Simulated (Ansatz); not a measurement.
Consider the cleavage of the P–Si bond: `C[SiH](C)P` + `[SeH][SiH2][SeH]` → `P[Se][SiH2][SeH]` + `C[SiH2]C`.

Program: Ansatz. Geometries: PBE0-D4/def2-TZVP. ΔE: electronic, gas phase. CBS: MP2 limit from def2 TZ/QZ plus the TZ coupled-cluster correction, frozen cores. Functionals use def2-TZVPP. For Se outer-core shells are correlated without core-valence functions, which leaves a few kJ/mol of doubt a bond. Scalar relativity is left out up to krypton. One conformer a species, not always the lowest.

`C[SiH](C)P`:

```xyz
13

C     0.615    0.032   -1.702
Si   -0.515    0.092   -0.210
C    -0.109   -1.283    0.995
P    -0.365    2.156    0.701
H     0.362    0.816   -2.418
H     1.659    0.168   -1.406
H     0.533   -0.933   -2.209
H    -1.932   -0.049   -0.655
H    -0.217   -2.261    0.517
H     0.920   -1.192    1.354
H    -0.773   -1.253    1.861
H    -1.080    1.801    1.876
H     0.903    1.907    1.296
```

`[SeH][SiH2][SeH]`:

Cartesian coordinates in Å:
```
Se 0.907 1.249 -1.256
Si -0.607 0.266 0.126
Se 0.098 -1.690 1.047
H 1.952 1.267 -0.224
H -0.932 1.107 1.304
H -1.801 0.092 -0.734
H 0.384 -2.291 -0.262
```

`P[Se][SiH2][SeH]`:

Cartesian coordinates in Å:
```
P -0.032 -0.720 -2.150
Se -1.248 0.117 -0.422
Si 0.472 -0.118 1.053
Se -0.075 0.927 2.995
H -1.015 -1.632 -2.614
H -0.387 0.275 -3.097
H 1.707 0.436 0.446
H 0.687 -1.534 1.436
H -0.109 2.249 2.353
```

`C[SiH2]C`:

Cartesian coordinates in Å:
```
C -1.552 0.284 -0.102
Si 0.124 -0.378 -0.607
C 1.440 0.058 0.650
H -2.315 0.025 -0.840
H -1.529 1.372 -0.008
H -1.861 -0.132 0.861
H 0.501 0.184 -1.936
H 0.050 -1.860 -0.757
H 1.530 1.141 0.761
H 2.415 -0.332 0.348
H 1.198 -0.363 1.629
```

| species | PBE0-D4 energy (Eh) |
| --- | --- |
| `C[SiH](C)P` | -712.20437 |
| `[SeH][SiH2][SeH]` | -5094.38168 |
| `P[Se][SiH2][SeH]` | -5436.23104 |
| `C[SiH2]C` | -370.35200 |

(1) Work out ΔE.

Largest T1 diagnostic among the species: 0.011.

Answers

(1) ΔE = (-5436.23104) + (-370.35200) − (-712.20437) − (-5094.38168) = 0.00301 Eh = +0.08 eV. CCSD(T)/CBS gives +0.05 eV.

In def2-TZVPP, CCSD(T) changes the Hartree–Fock value by +0.09 eV (the triples alone add +0.00 eV) and MP2 by +0.05 eV. At CCSD(T), def2-SVP lies +0.08 eV from the extrapolated value and def2-TZVPP +0.02 eV. Leaving LDA and LC-ωPBE aside and taking each functional with its dispersion term where it has one, the values, not all of them listed here, spread over 0.11 eV, from BHLYP-D4 to B97M-V. LDA lies +0.06 eV from PBE without D4.
